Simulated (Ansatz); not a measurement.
A nudged elastic band was laid between two geometries of C2H7BSSi (12 atoms, charge 0, multiplicity 1).

All numbers below come from RKS PBE0-D4/def2-SVP (Ansatz 0.2.0).

- movable images: 7
- climbing image: yes
- spring: 5.0 eV/Å²
- optimiser: quadratic models (default)
- start path: IDPP
- force threshold: 0.03 eV/Å
- iteration limit: 60
- end points: relaxed

Initial state:

```xyz
12
Properties=species:S:1:pos:R:3
Si -1.610 -0.926 0.484
B 0.091 0.042 -0.041
C 1.166 0.767 0.862
S 2.138 1.202 -0.636
C 0.754 0.308 -1.448
H -2.527 0.014 1.207
H -2.355 -1.497 -0.682
H -1.288 -2.048 1.425
H 0.796 1.638 1.430
H 1.699 0.114 1.575
H 1.058 -0.597 -2.003
H 0.155 0.928 -2.139
```

Final state:

```xyz
12
Properties=species:S:1:pos:R:3
Si -0.945 -1.604 0.282
B -0.097 0.208 0.143
C 1.215 0.714 0.841
S 1.484 0.542 -0.992
C -0.235 1.254 -1.019
H -1.447 -2.086 -1.046
H 0.016 -2.627 0.810
H -2.121 -1.586 1.215
H 1.339 1.766 1.131
H 1.837 0.027 1.428
H -0.784 1.003 -1.935
H -0.185 2.334 -0.825
```

(1) What changes between the two ends?

(2) Give the energies along the band, and the barrier.

Answers

(1) No bond is made or broken. The dihedral H6–Si1–B2–C3 goes from 60 to -139°.

(2) The forces met the threshold. The highest image is number 0 of 0 to 8, 0.0 kJ/mol above the first end and 62.6 kJ/mol above the last; the last end lies 62.6 kJ/mol below the first. The highest image is an end point: on this band no image between the ends rises above it. Between wells the path still climbs a hump at image 6, 0.05 eV above the well before it.

```tsv
image	path coordinate (Å)	energy (kJ/mol)	dihedral H6–Si1–B2–C3 (°)
0	0.00	0.0	60
1	0.21	-0.1	61
2	1.28	-11.5	66
3	2.34	-56.7	73
4	3.40	-62.5	106
5	4.46	-59.5	134
6	5.53	-57.2	162
7	6.59	-60.0	-169
8	7.65	-62.6	-139
```

The run took 4.9 min on 2 threads of Arm Neoverse V1 (shared host), peak memory 0.26 GiB.
